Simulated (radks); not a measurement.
Excited configurations of K II: one electron is placed in a higher orbital outside [Ne] 3s2 3p5. The ground configuration is [Ar]. All-electron calculation, non-relativistic Kohn-Sham, PBE, spin-unpolarised, spherical densities, point nucleus. Program: a radial shooting solver on a logarithmic mesh with Libxc functionals. Excitation = E - E(ground); binding = E(ion) - E, where the ion is the core of charge +2; n* = 2/sqrt(2 binding) in atomic units, and the quantum defect is n - n*.

outer orbital  excitation (eV)  binding (eV)     n*  quantum defect  eigenvalue (eV)  <r> (bohr)
4p                      23.464         8.480  2.533           1.467           -6.336       4.543
4d                      26.849         5.094  3.269           0.731           -3.758       6.737
5s                      26.436         5.508  3.143           1.857           -4.349       7.680
5p                      27.415         4.529  3.467           1.533           -3.534       8.904
5d                      28.834         3.110  4.184           0.816           -2.406       12.13
5f                      29.609         2.335  4.828           0.172           -1.785       15.00
6p                      29.135         2.808  4.402           1.598           -2.246       14.67
6d                      29.847         2.097  5.095           0.905           -1.667       18.86
7p                      30.030         1.913  5.334           1.666           -1.554       21.85
7d                      30.438         1.506  6.012           0.988           -1.219       27.01
7f                      30.702         1.241  6.622           0.378           -0.999       31.57

Estimate the row for 3d.

Answer. excitation (eV) 21.661; binding (eV) 10.282; n* 2.301; quantum defect 0.699; eigenvalue (eV) -5.745; <r> (bohr) 2.476. The Delta-SCF ionisation energy is 31.943 eV (NIST Atomic Spectra Database: 31.625 eV, measured). Self-interaction in the functional shifts the binding energies and quantum defects, so they are the method's values and not measured ones. Spin polarisation and multiplet splitting are left out, so open shells lie too high by an amount that depends on their filling.

Beside tabulated values, note that spin-unpolarised runs miss the spin-polarisation part of the exchange energy of open shells.
